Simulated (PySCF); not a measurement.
norbornadiene (C$_{7}$H$_{8}$), singlet, at a GFN2-xTB geometry; B3LYP/STO-3G run with PySCF.

PySCF was given this input:
```python
from pyscf import gto, scf, dft

mol = gto.M(
    atom='''
C     1.26683248   -0.42587208    0.62680556
C     0.89168852    0.82650885    0.83719261
C    -0.27704302    1.10829002   -0.09587700
C    -1.40792330    0.21291814    0.38927447
C    -1.03277934   -1.03946279    0.17888741
C     0.35271100   -0.99408137   -0.44905367
C     0.18130047    0.27364395   -1.30565395
H     2.03257531   -0.99489330    1.11860469
H     1.27385789    1.53800964    1.54410621
H    -0.52455777    2.15356942   -0.25703564
H    -2.30550390    0.58295143    0.84691851
H    -1.54678647   -1.94995151    0.42141699
H     0.69056719   -1.90300486   -0.93849820
H    -0.58178580    0.17473263   -2.07752916
H     1.11291274    0.62691820   -1.74743596
''',
    basis='sto-3g',
    verbose=4,
)

mf = dft.RKS(mol)
mf.xc = 'b3lyp'
mf.kernel()
```

The log (banner, timings and long lists left out):

```
PySCF version 2.14.0

[INPUT] verbose = 4
[INPUT] num. atoms = 15
[INPUT] num. electrons = 50
[INPUT] charge = 0
[INPUT] spin (= nelec alpha-beta = 2S) = 0
[INPUT] symmetry False subgroup None
[INPUT] Mole.unit = angstrom
[INPUT] Symbol           X                Y                Z      unit          X                Y                Z       unit  Magmom
[INPUT]  1 C      1.266832480000  -0.425872080000   0.626805560000 AA    2.393966432904  -0.804781595299   1.184490841755 Bohr   0.0
[INPUT]  2 C      0.891688520000   0.826508850000   0.837192610000 AA    1.685047091219   1.561875366029   1.582064746410 Bohr   0.0
[INPUT]  3 C     -0.277043020000   1.108290020000  -0.095877000000 AA   -0.523535432522   2.094364604389  -0.181181271645 Bohr   0.0
[INPUT]  4 C     -1.407923300000   0.212918140000   0.389274470000 AA   -2.660589441394   0.402356971552   0.735622135585 Bohr   0.0
[INPUT]  5 C     -1.032779340000  -1.039462790000   0.178887410000 AA   -1.951670099709  -1.964299989776   0.338048212033 Bohr   0.0
[INPUT]  6 C      0.352711000000  -0.994081370000  -0.449053670000 AA    0.666527191121  -1.878541534832  -0.848588451531 Bohr   0.0
[INPUT]  7 C      0.181300470000   0.273643950000  -1.305653950000 AA    0.342608234555   0.517112121144  -2.467328378957 Bohr   0.0
[INPUT]  8 H      2.032575310000  -0.994893300000   1.118604690000 AA    3.841010663453  -1.880075860165   2.113856505754 Bohr   0.0
[INPUT]  9 H      1.273857890000   1.538009640000   1.544106210000 AA    2.407242533716   2.906416996541   2.917937844140 Bohr   0.0
[INPUT] 10 H     -0.524557770000   2.153569420000  -0.257035640000 AA   -0.991270521813   4.069656394038  -0.485726963852 Bohr   0.0
[INPUT] 11 H     -2.305503900000   0.582951430000   0.846918510000 AA   -4.356770950117   1.101618546624   1.600444033725 Bohr   0.0
[INPUT] 12 H     -1.546786470000  -1.949951510000   0.421416990000 AA   -2.923002801483  -3.684874310082   0.796362695339 Bohr   0.0
[INPUT] 13 H      0.690567190000  -1.903004860000  -0.938498200000 AA    1.304982859710  -3.596157999116  -1.773504566397 Bohr   0.0
[INPUT] 14 H     -0.581785800000   0.174732630000  -2.077529160000 AA   -1.099415825161   0.330196815725  -3.925961128198 Bohr   0.0
[INPUT] 15 H      1.112912740000   0.626918200000  -1.747435960000 AA    2.103100279139   1.184703700505  -3.302175384616 Bohr   0.0

nuclear repulsion = 290.913345362244
number of shells = 29
number of NR pGTOs = 129
number of NR cGTOs = 43
basis = sto-3g
ecp = {}

******** <class 'pyscf.dft.rks.RKS'> ********
method = RKS
initial guess = minao
damping factor = 0
level_shift factor = 0
DIIS = <class 'pyscf.scf.diis.CDIIS'>
diis_start_cycle = 1
diis_space = 8
diis_damp = 0
SCF conv_tol = 1e-09
SCF conv_tol_grad = None
SCF max_cycles = 50
direct_scf = True
direct_scf_tol = 1e-13
XC library pyscf.dft.libxc version 7.1.2
    S. Lehtola, C. Steigemann, M. J. T. Oliveira, and M. A. L. Marques,  SoftwareX 7, 1–5 (2018)
XC functionals = b3lyp
    P. J. Stephens, F. J. Devlin, C. F. Chabalowski, and M. J. Frisch,  J. Phys. Chem. 98, 11623 (1994)
radial grids:
    Treutler-Ahlrichs [JCP 102, 346 (1995); DOI:10.1063/1.469408] (M4) radial grids

becke partition: Becke, JCP 88, 2547 (1988); DOI:10.1063/1.454033
pruning grids: <function nwchem_prune>
grids dens level: 3
symmetrized grids: False
atomic radii adjust function: <function treutler_atomic_radii_adjust>
small_rho_cutoff = 0
Set gradient conv threshold to 3.16228e-05
Initial guess from minao.
tot grids = 177296
init E= -269.487731584061
  HOMO = -0.225969642906416  LUMO = -0.0124898288801926  gap/eV = 5.80908
cycle= 1 E= -268.176286573681  delta_E= 1.31  |g|= 0.171  |ddm|= 5.28
  HOMO = -0.135994283985375  LUMO = 0.126643199838759  gap/eV = 7.14673
cycle= 2 E= -268.184105675864  delta_E= -0.00782  |g|= 0.0945  |ddm|= 0.427
  HOMO = -0.165675595506072  LUMO = 0.0984547072841317  gap/eV = 7.18735
cycle= 3 E= -268.187120513924  delta_E= -0.00301  |g|= 0.0125  |ddm|= 0.153
  HOMO = -0.16493515173252  LUMO = 0.0994100110372677  gap/eV = 7.19320
cycle= 4 E= -268.18715592505  delta_E= -3.54e-05  |g|= 0.00639  |ddm|= 0.0232
  HOMO = -0.164265687423643  LUMO = 0.0999567736689437  gap/eV = 7.18986
cycle= 5 E= -268.187168438835  delta_E= -1.25e-05  |g|= 0.000268  |ddm|= 0.00866
  HOMO = -0.164289119632858  LUMO = 0.0999440823694436  gap/eV = 7.19015
cycle= 6 E= -268.187168461133  delta_E= -2.23e-08  |g|= 7.92e-05  |ddm|= 0.000446
  HOMO = -0.164291211136925  LUMO = 0.0999443367963494  gap/eV = 7.19022
cycle= 7 E= -268.187168463015  delta_E= -1.88e-09  |g|= 1.05e-05  |ddm|= 0.000118
  HOMO = -0.164290486174033  LUMO = 0.099944589248867  gap/eV = 7.19020
cycle= 8 E= -268.187168463042  delta_E= -2.68e-11  |g|= 6.75e-06  |ddm|= 2.02e-05
  HOMO = -0.16429060554158  LUMO = 0.0999445391938364  gap/eV = 7.19020
Extra cycle  E= -268.187168463008  delta_E= 3.42e-11  |g|= 1.24e-05  |ddm|= 2.31e-05
converged SCF energy = -268.187168463008
```
